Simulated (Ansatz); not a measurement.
[SiI3]- (SiI₃⁻): single points at one geometry.

```yaml
crystal:
  periodic: [false, false, false]
  atoms:
    - {symbol: Si, position_ang: [-0.004665, 0.004677, 0.931186]}
    - {symbol: I, position_ang: [2.342102, -0.032925, -0.297719]}
    - {symbol: I, position_ang: [-1.141587, 2.038772, -0.326897]}
    - {symbol: I, position_ang: [-1.195850, -2.010524, -0.306570]}
basis:
  gaussian: {orbitals: def2-SVPD, initial_orbitals: start.molden}
total_charge: -1
hamiltonian: {xc: pbe0, dispersion: d4}
scf: {omitted_lower_state_checks: [starts]}
output: {orbitals: {seedname: orbitals}}
```

The file start.molden holds the orbitals of an earlier run on this structure, at another level or in another basis.

```sh
$ ansatz run in.yaml --threads 2 --pin off --events-out ev --progress --plain --max-ram 4352MiB
```

Shortened log:

```
Functional definition: PBE0
1556 factors; integrals over basis functions are off by at most 2.0e-4 eV
mean field evaluation 1: about -32180.9472 eV, gradient 3.3e1 eV
mean field evaluation 2: about -32181.0690 eV, gradient 2.2e-1 eV
mean field evaluation 4: about -32181.0922 eV, gradient 3.8e-4 eV
mean field -32181.09219685 eV, -1182.6333251065 hartree, gradient 1.2e-5 eV, S^2 0.000000; 0 other end points of the search recorded, 0 dependent functions left out
reference -32181.09223739 eV, -1182.6333265963 hartree; 45, 45 occupied and 84, 84 virtual orbitals, 1556 factors
Total energy: -32181.33941114 eV, -1182.6424100639 hartree
Checks for a lower state left out: starts
```

Run time 4.8 s (2 threads of Arm Neoverse V1 on a shared host).

The first input with `hamiltonian: {xc: pbe, dispersion: d4}` (abridged; 2.8 s):

```
Functional definition: PBE
mean field -32178.34644988 eV, -1182.5324207666 hartree, gradient 1.3e-5 eV, S^2 0.000000
Total energy: -32178.62782583 eV, -1182.5427611419 hartree
Checks for a lower state left out: starts
```

As the first input, with `correlation: {method: ccsd_t}` and without the key `hamiltonian` (abridged; 56 s):

```
Functional definition: HF
mean field evaluation 16: about -32065.5606 eV, gradient 2.2e1 eV
mean field -32081.81918067 eV, -1178.9851090514 hartree, gradient 2.6e-6 eV, S^2 0.000000
17 core orbitals not correlated: weight in the atoms' cores, before any rotation towards them, 1.000 or more for the frozen orbitals, at most 0.000 for the correlated occupied ones
second order -12.99894493 eV of doubles, -0.00000000 eV of singles
cycle   1  -13.32472915 eV  change   -3.3e-1 eV  update   1.1e-1
cycle   2  -13.64135116 eV  change   -3.2e-1 eV  update   3.2e-2
cycle   3  -13.71319386 eV  change   -7.2e-2 eV  update   1.7e-2
cycle   4  -13.70760180 eV  change    5.6e-3 eV  update   4.1e-3
cycle   5  -13.70595123 eV  change    1.7e-3 eV  update   1.8e-3
cycle   6  -13.70620273 eV  change   -2.5e-4 eV  update   7.5e-4
cycle   7  -13.70615418 eV  change    4.9e-5 eV  update   3.5e-4
cycle   8  -13.70616289 eV  change   -8.7e-6 eV  update   1.3e-4
cycle   9  -13.70618053 eV  change   -1.8e-5 eV  update   4.5e-5
perturbative correction -0.51041666 eV, -0.0187574662 hartree
Total energy: -32096.03577786 eV, -1179.5075593618 hartree
Checks for a lower state left out: starts
```

First input, but with `gaussian: {orbitals: def2-TZVPD, initial_orbitals: start.molden}`, `hamiltonian: {xc: {name: PBE-QIDH}}` and without the key `output` (abridged; 17 s):

```
Functional definition: PBE-QIDH
mean field -32153.50153641 eV, -1181.6193870369 hartree, gradient 5.9e-6 eV, S^2 0.000000
17 core orbitals not correlated: weight in the atoms' cores, before any rotation towards them, 1.000 or more for the frozen orbitals, at most 0.000 for the correlated occupied ones
second order -48.17415484 eV of doubles, -0.00000000 eV of singles
Total energy: -32169.55960779 eV, -1182.2095102755 hartree
Checks for a lower state left out: starts
```

As the first input, with `gaussian: {orbitals: def2-TZVPD, initial_orbitals: start.molden}`, `hamiltonian: {xc: {text: "exchange = 0.95*pbe_x + 0.05*exact_x\ncorrelation = pbe_c"}}` (abridged; 8.5 s):

```
Functional definition: unnamed
mean field -32182.21436448 eV, -1182.6745640061 hartree, gradient 2.2e-5 eV, S^2 0.000000
Total energy: -32182.21442807 eV, -1182.6745663431 hartree
Checks for a lower state left out: starts
```

The first input with `gaussian: {orbitals: def2-TZVPD, initial_orbitals: start.molden}`, `hamiltonian: {xc: {name: LC-wPBE}}` (abridged; 8.1 s):

```
Functional definition: LC-wPBE
mean field -32186.48614485 eV, -1182.8315490395 hartree, gradient 1.1e-5 eV, S^2 0.000000
Total energy: -32186.48614486 eV, -1182.8315490397 hartree
Checks for a lower state left out: starts
```

As the first input, with `gaussian: {orbitals: def2-TZVPD, initial_orbitals: start.molden}`, `hamiltonian: {xc: {name: wB97M-V}}` (abridged; 26 s):

```
Functional definition: wB97M-V
mean field -32184.73697694 eV, -1182.7672683044 hartree, gradient 2.1e-5 eV, S^2 0.000000
Total energy: -32184.73706046 eV, -1182.7672713735 hartree
Checks for a lower state left out: starts
```

Geometry: r2SCAN-D4/def2-SVPD.

In the def2 sets I takes a core potential; there is no spin–orbit coupling. LC-ωPBE has ω = 0.4 bohr⁻¹. Correlated methods freeze 17 core orbitals; core or outer-core shells of I are correlated, in sets that lack core-valence functions.
